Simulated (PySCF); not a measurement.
C₂H₄I, SMILES [CH](C)I (connectivity only; charge and spin as stated), charge +1, multiplicity 1.

Geometry optimised at PBE-D3(BJ)/def2-SVP. The spin state was assumed, not searched. The isomer is the one that the SMILES or the coordinates give; other isomers of the formula were not compared. The def2 effective core potentials stand for the cores of I; spin–orbit coupling is left out.

Level of theory: PBE-D3(BJ)/def2-SVP (PySCF).

Frequencies are harmonic and unscaled.

Question: List the normal modes with their intensities. (The exact figures need the calculation; the answer reports its results.)

Answer: 
```csv
mode,ν (cm⁻¹),IR (km/mol),moving atoms (share of kinetic energy)
1,165,8.7,"H 88 %, C 11 %"
2,306,4.8,"C 64 %, H 26 %, I 10 %"
3,617,18.1,"C 65 %, H 25 %, I 9 %"
4,722,18.0,H 93 %
5,890,0.7,"H 54 %, C 46 %"
6,937,121.7,"H 71 %, C 29 %"
7,1169,3.4,"H 56 %, C 44 %"
8,1214,184.3,"H 75 %, C 25 %"
9,1259,60.2,"H 76 %, C 24 %"
10,1313,28.1,H 96 %
11,1402,36.0,"H 68 %, C 32 %"
12,2891,165.7,H 96 %
13,2925,42.7,"H 92 %, C 8 %"
14,3089,17.6,"H 92 %, C 8 %"
15,3122,26.4,"H 91 %, C 9 %"
```
